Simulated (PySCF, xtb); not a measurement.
C6H8, SMILES C1[C@@H]([C@@H]1C#C)C.

GFN2-xTB in xtb at its own geometry gives an orbital gap of 6.23 eV and a dipole moment of 0.67 D.

Geometry optimised at B3LYP-D3(BJ)/def2-SVP. The structure was generated by enumeration; whether it is a known compound was not checked.

**Question.** What does PBE0/def2-TZVP in PySCF give? (The exact figures need the calculation; the answer reports its results.)

**Answer.** gap 7.91 eV (levels -7.09 and 0.83 eV), dipole 1.03 D.
